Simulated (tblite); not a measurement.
C₅H₁₃NSi₂.
Geometry (GFN2-xTB, Å), atoms numbered from 1 in this order:
```
atom  x, y, z in Å
C1    -2.909    0.335   -0.767
N2    -2.098   -0.142    0.328
C3    -0.680   -0.229    0.021
C4     0.034   -0.966    1.105
C5     1.318   -1.313    1.071
C6     2.237   -0.987   -0.055
Si7    2.378    0.925   -0.190
Si8    0.144    1.517   -0.142
H9    -2.768   -0.238   -1.699
H10   -3.958    0.283   -0.480
H11   -2.656    1.376   -0.969
H12   -2.435   -1.057    0.621
H13   -0.513   -0.761   -0.940
H14   -0.566   -1.203    1.972
H15    1.748   -1.833    1.917
H16    1.823   -1.362   -0.995
H17    3.202   -1.469    0.087
H18    3.207    1.394    0.927
H19    3.130    1.243   -1.413
H20   -0.317    2.175   -1.376
H21   -0.331    2.331    0.978
```

Calculated harmonic vibrations of the isolated species, GFN2-xTB (tblite), most abundant isotopes, no scaling. Against measured fundamentals such values can be off by several per cent, at times by over 20. Modes of hydrogen on silicon can be 10 to 20 % off. One conformer, not necessarily the lowest.

Harmonic wavenumbers (cm⁻¹): 58.7, 79.8, 143.8, 188.9, 203.7, 229.1, 277.5, 333.5, 366.5, 417.9, 428.5, 462.5, 464.2, 537.1, 554.1, 604.5, 617.3, 633.7, 670.6, 711.0, 781.2, 785.5, 800.3, 822.3, 831.9, 899.5, 993.2, 1014.0, 1072.9, 1107.1, 1127.2, 1164.9, 1176.5, 1188.7, 1202.2, 1249.7, 1287.2, 1356.7, 1399.9, 1422.9, 1476.2, 1488.3, 1502.4, 1684.6, 2157.2, 2185.4, 2204.9, 2236.7, 2692.0, 2827.4, 2938.5, 3003.8, 3007.1, 3015.1, 3051.8, 3068.4, 3319.7.

A = 2398, B = 999.2, C = 777.3 MHz; mass 143.059 u (most abundant isotopes); point group C1, symmetry number 1.

Q: Zero-point energy?

A: Half the sum of the wavenumbers: 35763 cm⁻¹ = 102.25 kcal/mol.

Q: Entropy at 273.15 K, 1 bar (ideal gas, RRHO, classical rotation)?

A: Translation 40.38, rotation 29.27, vibration 26.41: S = 96.1 cal/(mol K).

Q: And Cp and H(273.15 K) − H(0)?

A: Cp = 40.63 cal/(mol K), of which vibrations give 32.68 (their classical limit is 57 R = 113.3); H(273.15 K) − H(0) = 6.30 kcal/mol without the zero-point energy, 4.13 from vibrations.

Q: Blend soft modes into free rotors: weight 1/[1 + (100 cm⁻¹/ν̃)⁴] for the oscillator and the rest for a rotor with moment μB/(μ + B), μ = h/(8π²ν), B = 10⁻⁴⁴ kg m². What vibrational entropy results?

A: 24.98 cal/(mol K) in place of 26.41, which changes −T·S at 273.15 K by +0.39 kcal/mol.

Q: What must be added to the electronic energy to get the Gibbs energy at 273.15 K and 1 bar?

A: ZPE + [H(273.15 K) − H(0)] − T·S = 102.25 + 6.30 − 26.24 = 82.31 kcal/mol.

Q: How do the functions run with temperature in this model?

A: 
```tsv
T (K)	S (cal/(mol K))	Cp (cal/(mol K))	H − H(0) (kcal/mol)	G − H(0) (kcal/mol)	ln q(vib)
50	58.3	12.0	0.47	-2.44	0.34
100	68.5	18.0	1.22	-5.63	1.28
298.15	99.8	43.7	7.35	-22.39	6.39
373.15	110.5	52.4	10.97	-30.28	8.53
500	127.6	64.6	18.42	-45.40	12.22
750	157.3	81.5	36.85	-81.12	19.34
1000	182.4	92.5	58.70	-123.67	25.99
```

q(vib) and H(0) count from the zero-point level.

Hindered rotation and anharmonicity are outside this model. Other conformers, if any are populated, would add a mixing term that is left out. The structure is chiral; the term R ln 2 for an equal mix with its mirror image is left out.
